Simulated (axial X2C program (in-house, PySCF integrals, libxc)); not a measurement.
Which molecule gave these maps?

PBE0 fields computed with an in-house relativistic program for diatomic molecules, two-component, near the equilibrium distance, one atom at z = 0.

The maps cover the half plane through the axis: z from -2.4 to 4.8 Å along the bond, ρ from 0.15 to 2.25 Å away from it.

log10 of the density in e/bohr³:

```
 ρ\z  -2.4  -1.8  -1.2  -0.6   0.0   0.6   1.2   1.8   2.4   3.0   3.6   4.2   4.8
0.15  -3.2  -2.2  -1.3  -0.2   1.8  -0.2  -1.1  -0.8   0.6   0.0  -1.4  -2.7  -3.7
0.45  -3.3  -2.3  -1.4  -0.6   0.4  -0.6  -1.2  -1.1  -0.1  -0.3  -1.6  -2.9  -3.8
0.75  -3.4  -2.5  -1.6  -0.9  -0.6  -0.9  -1.3  -1.5  -0.7  -0.9  -2.0  -3.1  -4.0
1.05  -3.6  -2.7  -1.9  -1.3  -1.1  -1.2  -1.6  -1.8  -1.5  -1.6  -2.5  -3.3  -4.1
1.35  -3.8  -2.9  -2.2  -1.7  -1.5  -1.6  -1.9  -2.2  -2.1  -2.3  -2.9  -3.6  -4.4
1.65  -4.0  -3.2  -2.6  -2.1  -1.9  -2.0  -2.2  -2.5  -2.6  -2.8  -3.3  -3.9  -4.6
1.95  -4.3  -3.5  -2.9  -2.5  -2.3  -2.4  -2.6  -2.8  -3.0  -3.2  -3.6  -4.2  -4.8
2.25  -4.5  -3.9  -3.3  -3.0  -2.8  -2.8  -3.0  -3.2  -3.4  -3.6  -4.0  -4.5  -5.1
```

Electron localisation function (collinear form, no current term, damped to 0 at low density):

```
 ρ\z  -2.4  -1.8  -1.2  -0.6   0.0   0.6   1.2   1.8   2.4   3.0   3.6   4.2   4.8
0.15  0.07  0.55  0.76  0.41  0.77  0.40  0.68  0.47  0.31  0.66  0.51  0.06  0.01
0.45  0.06  0.51  0.78  0.27  0.75  0.24  0.72  0.25  0.81  0.83  0.29  0.03  0.01
0.75  0.04  0.44  0.78  0.52  0.26  0.47  0.76  0.10  0.75  0.65  0.09  0.01  0.00
1.05  0.02  0.33  0.73  0.78  0.64  0.75  0.75  0.08  0.28  0.25  0.03  0.01  0.00
1.35  0.01  0.20  0.61  0.79  0.79  0.78  0.70  0.10  0.07  0.07  0.01  0.00  0.00
1.65  0.00  0.09  0.43  0.67  0.72  0.68  0.58  0.11  0.03  0.03  0.01  0.00  0.00
1.95  0.00  0.03  0.22  0.46  0.54  0.51  0.40  0.08  0.03  0.02  0.01  0.00  0.00
2.25  0.00  0.00  0.07  0.23  0.30  0.28  0.19  0.05  0.01  0.01  0.00  0.00  0.00
```

Axial spin density in 10⁻³ e/bohr³:

```
 ρ\z  -2.4  -1.8  -1.2  -0.6  0.0  0.6   1.2   1.8    2.4    3.0   3.6   4.2  4.8
0.15   0.0   0.1   0.6   0.1  1.8  0.5   0.0   0.2  -18.3    3.5  -0.3  -0.1  0.0
0.45   0.0   0.1   0.5   0.6  0.0  0.9  -0.2  -1.8  -64.9  -19.2  -0.6  -0.1  0.0
0.75   0.0   0.1   0.3   0.9  0.8  0.7  -0.4  -3.1  -30.6  -16.3  -1.1  -0.1  0.0
1.05   0.0   0.0   0.2   0.6  0.8  0.3  -0.4  -2.5  -11.2   -7.6  -1.0  -0.1  0.0
1.35   0.0   0.0   0.1   0.3  0.4  0.1  -0.3  -1.4   -4.1   -3.1  -0.7  -0.1  0.0
1.65   0.0   0.0   0.1   0.1  0.1  0.0  -0.2  -0.7   -1.6   -1.3  -0.4  -0.1  0.0
1.95   0.0   0.0   0.0   0.0  0.0  0.0  -0.1  -0.3   -0.6   -0.5  -0.2   0.0  0.0
2.25   0.0   0.0   0.0   0.0  0.0  0.0  -0.1  -0.1   -0.2   -0.2  -0.1   0.0  0.0
```

Problem. Which molecule is it?
A. BhC⁺
B. ScI⁺
C. MoP
D. NaAs

Solution. B. ScI⁺, with I at z = 0 and Sc at z = 2.594 Å, state Ω = 3/2 (⟨Sz⟩ = -0.50, ⟨Lz⟩ = 2.00 at PBE0), basis I dyall-cv3z [11s12p8d4f1g], Sc dyall-cv3z [10s11p7d5f2g] (cores contracted in-house). Density functionals use the spin component along the axis (collinear). The functionals have no current-density term, which raises determinants with orbital currents, atoms included. The state is one determinant with fixed occupations, lowest in a PBE0 search at one distance only: followed along the bond, the spin-free determinant M_S = 1/2, Λ = 0 reaches 0.01 eV lower at PBE0, at Re = 2.532 Å, so the state shown is not the lowest.
